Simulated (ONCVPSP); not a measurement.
**What one change does to a pseudopotential (selenium, ONCV)**

Se (Z = 34), optimised norm-conserving Vanderbilt (ONCV), made with ONCVPSP 4.0.1 (PBEsol, scalar-relativistic). Core [Ar] 3d10, reference 4s1.75 4p4.25. Waves: 4s: rc 1.55 bohr, ncon 3, nbas 8, qcut 4.9 1/bohr, 2 projectors, debl 0.4 Ha; 4p: rc 1.80 bohr, ncon 5, nbas 10, qcut 4.7 1/bohr, 3 projectors, debl 0.5 Ha. Local part: polynomial inside 1.40 bohr (lpopt 3, dvloc0 4 Ha). Core correction: Teter function fitted to the true core (icmod 2), fcfact 0.35.

In the s channel the program set the typed energies aside and used -0.643, 0.250 Ha.

Change: core correction Teter function fitted to the true core (icmod 2), fcfact 0.52.

Cutoffs: the cutoffs (Ha) at which the residual kinetic energy of the hardest occupied pseudo-wave falls to 1 and 0.1 mHa per electron; they do not see the model core or the augmentation charge, which bear on the density cutoff. Errors are all-electron minus pseudo energies relative to the spin-unpolarised reference configuration.

Problem. How do hardness, ghosts and transferability respond?

Solution. The potential gets neither clearly harder nor softer (11 Ha and 34 Ha → 11 Ha and 34 Ha); both files keep a bound ghost (p); of the 4 tests that both files solve, the error grows in 0 and shrinks in 2 by more than 15 % and 0.3 meV (median size 5.5 → 4.5 meV). A model core, the more so a compact one, raises the density cutoff, which this test does not measure.

```tsv
quantity	base	changed
cutoff, loose	11 Ha	11 Ha
cutoff, tight	34 Ha	34 Ha
bound ghosts	p	p
GHOST(+) flags under 300 eV	none	none
error for 4s2 4p4, meV [ΔE -2.70 eV]	-0.5	-0.5
error for 4s2 4p3, meV [ΔE 8.15 eV]	-1.9	-1.8
error for 4s2 4p2, meV [ΔE 28.52 eV]	-9.0	-7.1
error for 4s2 4p1, meV [ΔE 59.42 eV]	-33	-24
s: phases at 1.57 bohr within 0.05 rad from the reference energy up to (Ha; the scan ends near 5)	4.7	4.7
p: phases at 1.83 bohr within 0.05 rad from the reference energy up to (Ha; the scan ends near 5)	4.7	4.7
rms error of d²Exc/dni dnj with the model core, mHa	0.16	0.36
```

 A true bound ghost makes a file unfit for plane-wave use even where its test errors are small: the radial tests pick states by their node count and pass the ghost by.
